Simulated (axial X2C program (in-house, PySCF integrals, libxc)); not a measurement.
**Spin–orbit effects down a group: molecules with Cl, CCSD**

All values come from calculations with an in-house all-electron X2C program for linear molecules (integrals from PySCF), spin-free (one-electron X2C) or two-component (2c: spin–orbit coupling with atomic mean-field Coulomb and Gaunt terms, which also bring small scalar terms), in Dyall basis sets with cores contracted in-house; open shells are unrestricted.

Basis sets: C dyall-v3z, Cl dyall-av3z, Ge dyall-cv3z, Pb dyall-cv3z, Si dyall-v3z, Sn dyall-cv3z. Frozen shells (counts by l): CCl Cl 2s1p, C 1s, 11 electrons correlated; SiCl Cl 2s1p, Si 2s1p, 11 electrons correlated; GeCl Ge 3s2p1d, Cl 2s1p, 11 electrons correlated; SnCl Sn 4s3p2d, Cl 2s1p, 11 electrons correlated; PbCl Pb 5s4p3d1f, Cl 2s1p, 11 electrons correlated. Coupled cluster in natural virtuals with an MP2 remainder. Where the outer core of a metal is frozen, bonds come out longer and ionisation energies lower.

| molecule | spin-free state | Re (Å) | ωe (cm⁻¹) | De (eV) | 2c state | Re 2c (Å) | ωe 2c (cm⁻¹) | De 2c (eV) |
| --- | --- | --- | --- | --- | --- | --- | --- | --- |
| CCl | M_S = 1/2, Λ = 1 | 1.658 | 877.0 | 3.77 | Ω = 1/2 | 1.658 | 877.4 | 3.75 |
| SiCl | M_S = 1/2, Λ = 1 | 2.086 | 525.9 | 4.05 | Ω = 1/2 | 2.086 | 526.0 | 4.03 |
| GeCl | M_S = 1/2, Λ = 1 | 2.190 | 397.4 | 3.77 | Ω = 1/2 | 2.191 | 396.7 | n/a |
| SnCl | M_S = 1/2, Λ = 1 | 2.377 | 347.8 | 3.80 | Ω = 1/2 | 2.394 | 341.9 | n/a |
| PbCl | M_S = 1/2, Λ = 1 | 2.488 | 307.8 | 3.50 | Ω = 1/2 | 2.508 | 293.8 | 2.75 |

Each entry is the lowest single determinant of a limited PBE0 search at one distance. De goes to single-determinant-based atoms at the same level (for ions the charge split of lowest energy) and is withheld (n/a) where an atom does not fit its ground term or J level. Main or longest-lived isotopes. Some light 2c atoms are not at their ground J level, so De misses part of their lowering (0.04 eV or less).
